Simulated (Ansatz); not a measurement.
CH₂Cl₃Si, SMILES `[CH2][Si](Cl)(Cl)Cl` radical, relaxed with UKS PBE0-D4/def2-TZVP in the Gaussian-basis code of Ansatz from a PBE-D4/def2-SVP geometry. The force threshold is 0.005 eV/Å; the program also tests the step.

The species carries charge 0 and has multiplicity 2.

Start:

```xyz
7

C     0.336    0.112   -1.138
Si   -0.195   -0.071    0.607
Cl   -0.108   -2.055    1.175
Cl    1.041    1.012    1.870
Cl   -2.123    0.630    0.846
H     1.077   -0.567   -1.591
H    -0.028    0.939   -1.769
```

(1) By how much does the energy fall, and how many steps does the optimiser take? (An estimate is asked.)

(2) Which bonds change most? (Estimate.)

(3) Give the relaxed structure. (An estimate is asked.)

Answers

(1) Computed: 4.34 kJ/mol, in 5 steps, 1 of them rejected.

(2) Ansatz gave: Si2–Cl4 from 2.072 to 2.040 Å; Si2–Cl5 from 2.066 to 2.036 Å; Si2–Cl3 from 2.066 to 2.035 Å; C1–H7 from 1.103 to 1.084 Å.

(3) Computed: 
```xyz
7

C     0.336    0.113   -1.126
Si   -0.189   -0.067    0.603
Cl   -0.108   -2.023    1.161
Cl    1.021    0.995    1.855
Cl   -2.091    0.620    0.836
H     1.058   -0.559   -1.577
H    -0.029    0.921   -1.751
```
